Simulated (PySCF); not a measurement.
**A ladder of Hamiltonians for Ru³⁸⁺ (ruthenium, charge +38)**

Occupied: 1s1/2, 2s1/2, 2p1/2. Hartree-Fock calculated with PySCF 2.14 in an even-tempered Gaussian basis (16 s from 5.6 bohr⁻², ratio 2.7; 12 p from 6.7 bohr⁻², ratio 2.7), Gaussian nucleus throughout. NR is non-relativistic, sf-X2C the spin-free one-electron X2C Hamiltonian, X2C adds the bare one-electron spin-orbit term, X2C-SNSO screens it by Boettger's factors, DC is four-component Dirac-Coulomb, and the Gaunt and Breit terms are added at first order (total energies over the DC spinors, levels after relaxing the spinors in that mean field). QED terms are absent. Levels marked empty are virtual spinors of this ion.

| Hamiltonian | E (hartree) | E − E(DC) (hartree) | CPU seconds |
| --- | --- | --- | --- |
| X2C | -2841.1182 | 0.3985 | 0.22 |
| X2C-SNSO | -2840.7450 | 0.7717 | 0.22 |
| DC | -2841.5167 | 0.0000 | 8.6 |
| DC+Gaunt | -2839.5665 | 1.9502 | 18 |
| DC+Breit | -2839.6674 | 1.8493 | 49 |

```tsv
level (eV)	X2C	X2C-SNSO	DC	DC+Gaunt	DC+Breit
1s1/2	-25233.1	-25233.6	-25246.2	-25207.0	-25208.2
2s1/2	-5786.6	-5786.8	-5788.3	-5784.5	-5784.9
2p1/2	-5665.0	-5660.0	-5661.1	-5653.3	-5654.3
2p3/2 (empty)	-5322.2	-5324.5	-5324.7	-5320.7	-5321.7
3s1/2 (empty)	-2379.2	-2379.2	-2379.6	-2378.5	-2378.7
```

Weight of the small component: 1s1/2 0.0260, 2s1/2 0.00593, 2p1/2 0.00590, 2p3/2 0.00563, 3s1/2 0.00240.

Koopmans' value for the highest occupied level at DC+Breit: 5654.3 eV, against an ionisation energy of 5647 ± 6 eV (semi-empirical (NIST evaluation); NIST Atomic Spectra Database, ionization energies); the former lacks relaxation, correlation, QED and recoil.

The whole ladder took 79 s of wall time on 1 thread of Neoverse-N1 (shared host), launched as `OMP_NUM_THREADS=1 python relrun2.py TASK.json OUT` (a driver that calls PySCF for each Hamiltonian).
